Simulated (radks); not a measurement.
Values are calculated unless marked as measured or tabulated.
Ionisation of Cs2+, [Kr] 4d10 5s2 5p5, to Cs3+, [Kr] 4d10 5s2 5p4, under several functionals. Scalar-relativistic Kohn-Sham, spin-polarised, spherical densities, finite nucleus; open shells are filled with parallel spins first (spin-orbit coupling, left out, can overturn this in heavy ions); a radial shooting solver on a logarithmic mesh with Libxc functionals.

functional                                        E(Cs2+) (hartree)  Exc (hartree)  IE (eV)  -e(HOMO) (eV)  <r> HOMO (bohr)  IE error (eV)
revPBE                                                   -7785.8914      -191.7683   33.322         28.299            1.990         +0.127
RPBE                                                     -7785.9913      -191.8688   33.306         28.292            1.991         +0.111
exchange-only B88                                        -7783.5937      -189.4368   32.170         27.171            2.001         -1.025
SCAN                                                     -7787.1185      -192.6185   33.548         28.612            1.986         +0.353
AM05                                                     -7779.7890      -185.6271   33.426         28.371            1.986         +0.231
MS2 meta-GGA                                             -7785.4944      -191.1802   33.435         28.517            1.989         +0.240
r2SCAN                                                   -7786.6389      -192.1000   33.533         28.623            1.988         +0.338
PW91                                                     -7786.6701      -192.5513   33.483         28.427            1.989         +0.288
LDA (Slater exchange, Perdew-Zunger correlation)         -7779.5229      -185.3536   33.765         28.632            1.987         +0.570
B86b exchange with PBE correlation                       -7786.4371      -192.3153   33.420         28.371            1.990         +0.225
HCTH/407                                                 -7790.4021      -196.4946   33.540         28.537            1.986         +0.345
XLYP                                                     -7786.9552      -192.8251   33.302         28.212            1.997         +0.107

NIST Atomic Spectra Database: 33.195 eV (semi-empirical). Closest: XLYP. The Delta-SCF values span 1.60 eV, the total energies 10.88 hartree. The highest occupied level is 5p. Open shells are spherical and high-spin; term and fine-structure splittings are not resolved. Spin-orbit splitting is averaged out at the scalar-relativistic level.
